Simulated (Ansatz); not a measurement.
CH8BGeN, SMILES `BC[NH][GeH3]`. Total charge 0; spin multiplicity 1. Geometry: relaxed with PBE0-D4/def2-TZVP. It is one conformer, not always the lowest.

```xyz
12

B     1.213    1.675    0.680
C     0.053    0.846    0.209
N     0.114   -0.203   -0.719
Ge   -1.058   -1.623   -0.672
H     0.992    2.618    1.381
H     2.331    1.303    0.458
H    -0.962    1.207    0.381
H     0.406    0.546    1.333
H     1.048   -0.395   -1.048
H    -0.793   -2.462   -1.929
H    -0.871   -2.487    0.595
H    -2.473   -1.025   -0.670
```

What is the dipole moment at B3LYP/def2-TZVPP? (Best estimate.)

The calculation gave: 1.57 D, with components (-0.62, -1.40, -0.33) D in this frame, pointing from negative to positive charge.

And with PBE, r2SCAN, ωB97M-V? (An estimate is asked.)

Ansatz gave: PBE 1.70 D, r2SCAN 1.64 D, ωB97M-V 1.56 D.

Give the Mulliken charges with B3LYP, ωB97M-V, PBE in def2-TZVPP. (Estimate.)

Ansatz gave: 
| atom | B3LYP | ωB97M-V | PBE |
| --- | --- | --- | --- |
| B1 | -0.16 | -0.27 | -0.16 |
| C2 | -0.05 | -0.10 | -0.06 |
| N3 | -0.30 | -0.32 | -0.26 |
| Ge4 | 0.20 | 0.16 | 0.17 |
| H5 | 0.03 | 0.07 | 0.02 |
| H6 | 0.01 | 0.05 | 0.00 |
| H7 | 0.13 | 0.14 | 0.12 |
| H8 | 0.05 | 0.11 | 0.07 |
| H9 | 0.14 | 0.12 | 0.15 |
| H10 | 0.00 | 0.02 | 0.00 |
| H11 | -0.03 | 0.00 | -0.02 |
| H12 | -0.01 | 0.02 | 0.00 |

B3LYP here is the variant with VWN-RPA as its local correlation; programs differ in this.
